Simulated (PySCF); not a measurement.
Scandium: a sound run and one with changed settings

Sound run: Sc [Ar] 3d1 4s2, Sc⁺ [Ar] 3d1 4s1. Computed with PySCF 2.14 in pcseg-2 (6s4p3d2f1g, 56 functions), with the non-relativistic Hamiltonian (point nucleus). In the sound run the correlated levels freeze [Ar]. The sound run starts from symmetry-adapted Hartree-Fock orbitals and uses a fine grid where one is needed.

Changed run: basis STO-3G. This setting is unsound on purpose.

```tsv
species	method	sound run (hartree)	changed run (hartree)	converged
Sc	UHF	-759.72502	-751.99361	yes
Sc	M06-2X	-760.61878	-752.81587	yes
Sc	MP2	-759.75107	-752.02170	yes
Sc⁺	UHF	-759.52787	-751.82319	yes
Sc⁺	M06-2X	-760.37026	-752.57214	yes
Sc⁺	MP2	-759.53082	-751.82319	yes
```

Ionisation energy of Sc:

| method | sound run (eV) | changed run (eV) |
| --- | --- | --- |
| UHF | 5.365 | 4.637 |
| r2SCAN | n/a | 5.901 |
| M06-2X | 6.763 | 6.632 |
| MP2 | 5.993 | 5.402 |
| SCS-MP2 | 6.125 | 5.555 |

A minimal basis cannot let orbitals breathe on ionisation and holds almost no correlation.

For comparison, NIST gives 6.561 eV between the lowest levels.
